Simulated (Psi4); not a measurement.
A dimer, H3N ··· H3ClSi (SMILES N and [SiH3]Cl); the first 4 atoms form monomer A.

```
9

N      0.0001     0.0014     0.2791
H      0.9352    -0.1199    -0.0927
H     -0.5711    -0.7506    -0.0892
H     -0.3642     0.8692    -0.0972
Si    -4.8397     0.4329     1.1969
Cl    -3.0303    -0.2507     1.9240
H     -4.7056     1.8689     0.8839
H     -5.8691     0.2253     2.2338
H     -5.1732    -0.3312    -0.0209
```

**Question.** What interaction energy does SAPT0/jun-cc-pVDZ, frozen core (Psi4) give, and which attractive term is the largest?

**Answer.** Total 2.74 kJ/mol: electrostatics 0.41, exchange 5.94, induction -0.79, dispersion -2.82. The most attractive term is dispersion.
